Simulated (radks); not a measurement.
Q: The mean radii <r> (bohr) of the occupied orbitals of an atom or ion are listed with their occupations. Method: Dirac Kohn-Sham, LDA (Slater exchange, Perdew-Wang correlation), spin-unpolarised, spherical densities, point nucleus; computed with a radial shooting solver on a logarithmic mesh with Libxc functionals.

| orbital | occ. | <r> |
|---|---|---|
| 1s1/2 | 2 | 0.08594 |
| 2s1/2 | 2 | 0.4147 |
| 2p1/2 | 2 | 0.3746 |
| 2p3/2 | 4 | 0.3770 |
| 3s1/2 | 2 | 1.291 |
| 3p1/2 | 1 | 1.391 |
| 3p3/2 | 2 | 1.397 |

Name the element and its charge. Open shells, if any, are shared by 2j + 1.

A: Z = 18, argon, charge +3: Ar3+ in [Ne] 3s2 3p3. The 1s radius gives Z: for a bare nucleus <r> = (2 gamma + 1)/(2Z) with gamma = sqrt(1 - (Z/c)^2), 0.08285 bohr for Z = 18, and screening makes it slightly larger (0.08594 here). The occupations add up to 15, and the charge is Z minus that.
